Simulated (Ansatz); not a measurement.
This geometry of C4H12Si2 (18 atoms, charge 0, multiplicity 1) is a first-order saddle point.

Level of theory: Ansatz, RKS BLYP/6-31G.

```xyz
18
Properties=species:S:1:pos:R:3
C 1.066 -1.395 -1.528
C 0.976 -0.464 -0.278
Si 2.112 1.127 -0.508
C -0.450 -0.034 0.013
C -1.076 -0.106 1.216
Si -2.873 0.453 1.566
H 2.106 -1.702 -1.727
H 0.682 -0.889 -2.433
H 0.463 -2.307 -1.375
H 1.379 -1.000 0.603
H 2.189 1.926 0.772
H 1.544 2.009 -1.598
H 3.514 0.716 -0.912
H -0.989 0.370 -0.859
H -0.519 -0.518 2.069
H -3.198 0.218 3.023
H -3.879 -0.316 0.735
H -3.085 1.924 1.272
```

Question: Which two structures does it join? (They come from a converged band through this point; their orientation in space is the band's.)

Answer: No bond is made or broken. The dihedral C4–C5–Si6–H18 goes from 0 to -120°. The two ends are copies of one structure, up to a mirror image or an exchange of like atoms.

First end point:

```xyz
18
Properties=species:S:1:pos:R:3
C 1.126 -0.974 -1.781
C 0.973 -0.433 -0.324
Si 2.192 1.080 -0.008
C -0.453 -0.011 -0.018
C -1.179 -0.380 1.069
Si -2.966 0.187 1.414
H 2.165 -1.280 -1.988
H 0.842 -0.209 -2.525
H 0.474 -1.851 -1.937
H 1.278 -1.222 0.389
H 2.188 1.480 1.449
H 1.761 2.270 -0.838
H 3.604 0.706 -0.409
H -0.905 0.656 -0.769
H -0.715 -1.054 1.804
H -3.073 0.948 2.720
H -3.916 -0.990 1.510
H -3.433 1.090 0.294
```

Last end point:

```xyz
18
Properties=species:S:1:pos:R:3
C 1.029 -1.465 -1.478
C 0.971 -0.469 -0.277
Si 2.075 1.121 -0.634
C -0.451 -0.042 0.042
C -1.031 -0.054 1.270
Si -2.818 0.507 1.622
H 2.067 -1.769 -1.698
H 0.606 -1.015 -2.394
H 0.447 -2.376 -1.254
H 1.412 -0.951 0.616
H 2.175 1.995 0.595
H 1.463 1.931 -1.757
H 3.471 0.707 -1.052
H -1.031 0.307 -0.826
H -0.439 -0.411 2.126
H -3.646 -0.613 2.218
H -3.471 0.948 0.330
H -2.865 1.660 2.604
```

Question: How far does it lie above each of them?

Answer: 5.4 kJ/mol above the first and 5.4 kJ/mol above the second. This is the barrier of this one path; another mechanism may lie lower. Limits of this set-up: no polarisation functions.

Run time: 3.2 min on 1 thread of Intel(R) Xeon(R) Platinum 8375C CPU @ 2.90GHz (Ice Lake), with other jobs on the host, peak memory 0.18 GiB.
